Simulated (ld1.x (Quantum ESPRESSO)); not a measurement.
# What one change does to a pseudopotential (Tc, TM)

- Element: technetium (Tc)
- Generator: ld1.x (Quantum ESPRESSO) 7.5
- Type: norm-conserving Troullier–Martins (Kleinman–Bylander form)
- Functional: PW91
- Relativity: fully relativistic
- Frozen core: [Kr]
- Valence charge: 7
- Reference configuration: 4d5 5s1.5 5p0 (charge +0.5)
- Partial waves: 5p (bound, empty): rc 3.00 bohr; 4d (bound): rc 1.65 bohr; 5s (bound): rc 2.35 bohr
- Local potential: the s channel
- Core correction: a·sin(br)/r model core inside 1.65 bohr

Open shells are filled in proportion to 2j + 1 (rel_dist='average').

Change: all radii but the core radius scaled by about 1.31 (s 3.08, p 3.92, d 2.16 bohr).

Cutoffs: the cutoffs (Ry, on a coarse ladder) from which the occupation-weighted sum of valence levels, in a spherical-Bessel basis at the reference potential, stays within 10 and 1 mRy of its value at 400 Ry; they do not see the model core or the augmentation charge, which bear on the density cutoff. Errors are all-electron minus pseudo energies relative to the spin-unpolarised reference configuration.

What does the change do?

The potential gets softer (50 Ry and 55 Ry → 40 Ry and 45 Ry); of the 7 tests that both files solve, the error grows in 0 and shrinks in 2 by more than 15 % and 0.3 meV (median size 28.8 → 29.5 meV); neither file shows a bound ghost. A larger radius leaves more room for a smooth pseudo-wave, so fewer plane waves are needed.

| quantity | base | changed |
| --- | --- | --- |
| cutoff, loose | 50 Ry | 40 Ry |
| cutoff, tight | 55 Ry | 45 Ry |
| loose cutoff by channel (10 mRy a level) | d 40 Ry, s 6 Ry | d 35 Ry, s 6 Ry |
| bound ghosts | none | none |
| error for 4d5 5s2 5p0, meV [ΔE -3.31 eV] | -1.1 | -0.8 |
| error for 4d5 5s1 5p0, meV [ΔE 4.90 eV] | -1.9 | -1.6 |
| error for 4d5 5s0 5p0, meV [ΔE 19.82 eV] | -29 | -29 |
| error for 4d3 5s0 5p0, meV [ΔE 90.70 eV] | -990 | -1000 |
| error for 4d6 5s1 5p0, meV [ΔE -4.25 eV] | -98 | -88 |
| error for 4d4 5s2 5p0, meV [ΔE 8.38 eV] | -146 | -123 |
| error for 4d5.5 5s1.5 5p0, meV [ΔE -3.94 eV] | -23 | -21 |
